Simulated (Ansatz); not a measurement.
Computed with Ansatz on PBE0-D4/def2-TZVP structures; ΔE is electronic, products minus reactants. CBS: MP2 limit from def2 TZ/QZ plus the TZ coupled-cluster correction, frozen cores. This one scheme is used for every species. DFT in def2-TZVPP. For Se outer-core shells are correlated without core-valence functions, which leaves a few kJ/mol of doubt a bond. Scalar relativity is left out up to krypton. One conformer a species, not always the lowest.

`FCBCl` + H₂Se → `ClB[SeH]` + `CF`  (ligand exchange at a B–C bond)

```csv
species,B2PLYP energy (Eh)
`FCBCl`,-624.66080
H₂Se,-2402.36791
`ClB[SeH]`,-2887.34833
`CF`,-139.70948
```

(1) Work out ΔE.

Largest T1 diagnostic among the species: 0.012.

Results:

(1) ΔE = (-2887.34833) + (-139.70948) − (-624.66080) − (-2402.36791) = -0.02910 Eh = -76.4 kJ/mol. CCSD(T)/CBS gives -79.5 kJ/mol.

In def2-TZVPP, CCSD(T) changes the Hartree–Fock value by −9.3 kJ/mol (the triples alone add −2.8 kJ/mol) and MP2 by −16.4 kJ/mol. Leaving LDA and LC-ωPBE aside and taking each functional with its dispersion term where it has one, the values, not all of them listed here, spread over 11.6 kJ/mol, from PBE-QIDH to CAM-B3LYP-D4. LDA lies +6.2 kJ/mol from PBE without D4. At CCSD(T), def2-SVP lies +6.2 kJ/mol from the extrapolated value and def2-TZVPP +1.6 kJ/mol.
